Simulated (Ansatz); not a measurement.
Consider the atomization: `C[CH2][InH2]` → 2 C• + 7 H• + In•.

Calculated with Ansatz (gas phase, PBE0-D4/def2-TZVP geometries, no zero-point term in ΔE). CCSD(T)/CBS adds triple-zeta CCSD(T) − MP2 to the extrapolated MP2 energy (def2 sets, frozen cores). This one scheme is used for every species, atoms too. DFT in def2-TZVPP. B3LYP here is the variant with VWN-RPA as its local correlation; programs differ in this. No spin–orbit coupling; open shells (•) take unrestricted orbitals. Spin–orbit coupling would lower the free atoms: a little for C; strongly for In. Elements past krypton have def2 core potentials. For In outer-core shells are correlated without core-valence functions, so the limit isn't a true one: a few kJ/mol of doubt a bond, and 10 to 20 or more in all where bonds break to atoms.

`C[CH2][InH2]`:

Cartesian coordinates in Å:
```
C -1.197 0.508 0.460
C -0.375 -0.406 -0.438
In 1.772 -0.272 -0.187
H -2.272 0.391 0.285
H -0.957 1.562 0.297
H -1.019 0.305 1.519
H -0.582 -0.207 -1.495
H -0.645 -1.456 -0.283
H 2.839 -1.250 -1.138
H 2.437 0.824 0.980
```

```json
{"level": "LDA (SPW92)", "ΔE (kJ/mol)": "3604.9", "difference from CCSD(T)/CBS": "393.3"}
{"level": "B3LYP-D4", "ΔE (kJ/mol)": "3195.2", "difference from CCSD(T)/CBS": "-16.4"}
{"level": "r2SCANh-D4", "ΔE (kJ/mol)": "3196.3", "difference from CCSD(T)/CBS": "-15.3"}
{"level": "r2SCAN0-D4", "ΔE (kJ/mol)": "3184.4", "difference from CCSD(T)/CBS": "-27.2"}
{"level": "BHLYP-D4", "ΔE (kJ/mol)": "3143.4", "difference from CCSD(T)/CBS": "-68.2"}
{"level": "ωB97X-V", "ΔE (kJ/mol)": "3218.6", "difference from CCSD(T)/CBS": "7.0"}
{"level": "ωB97M-V", "ΔE (kJ/mol)": "3214.8", "difference from CCSD(T)/CBS": "3.2"}
{"level": "revPBE", "ΔE (kJ/mol)": "3110.6", "difference from CCSD(T)/CBS": "-101.0"}
{"level": "CAM-B3LYP", "ΔE (kJ/mol)": "3204.6", "difference from CCSD(T)/CBS": "-7.0"}
{"level": "MP2/def2-SVP", "ΔE (kJ/mol)": "3055.5", "difference from CCSD(T)/CBS": "-156.1"}
{"level": "CCSD(T)/def2-SVP", "ΔE (kJ/mol)": "3065.5", "difference from CCSD(T)/CBS": "-146.1"}
{"level": "MP2/def2-TZVPP", "ΔE (kJ/mol)": "3136.0", "difference from CCSD(T)/CBS": "-75.6"}
{"level": "CCSD/def2-TZVPP", "ΔE (kJ/mol)": "3116.5", "difference from CCSD(T)/CBS": "-95.1"}
{"level": "HF/def2-QZVPP", "ΔE (kJ/mol)": "2410.3", "difference from CCSD(T)/CBS": "-801.3"}
{"level": "HF/CBS(def2)", "ΔE (kJ/mol)": "2410.9", "difference from CCSD(T)/CBS": "-800.7"}
{"level": "MP2/CBS(def2)", "ΔE (kJ/mol)": "3198.0", "difference from CCSD(T)/CBS": "-13.6"}
{"level": "CCSD(T)/CBS", "ΔE (kJ/mol)": "3211.6", "difference from CCSD(T)/CBS": "0"}
```

Largest T1 diagnostic among the species: 0.015.

From r2SCAN to r2SCAN0 (25 % exact exchange), in def2-TZVPP and without D4, ΔE moves by −21.4 kJ/mol: exact exchange takes away binding that semilocal exchange gives to molecules. Leaving LDA and LC-ωPBE aside and taking each functional with its dispersion term where it has one, the values, not all of them listed here, spread over 77.5 kJ/mol, from BHLYP-D4 to PBE-D4. LDA lies +399.5 kJ/mol from PBE without D4, its usual overbinding. At CCSD(T), def2-SVP lies −146.1 kJ/mol from the extrapolated value and def2-TZVPP −62.0 kJ/mol: correlation converges slowly with the basis, and small sets miss more of it in the bonded molecule than in its fragments.

For atomizations the MP2-based limit and the directly extrapolated one differ by several kJ/mol either way, and by 10 to 25 for some Ge, Se and Sn compounds, so smaller differences from it don't rank the levels.
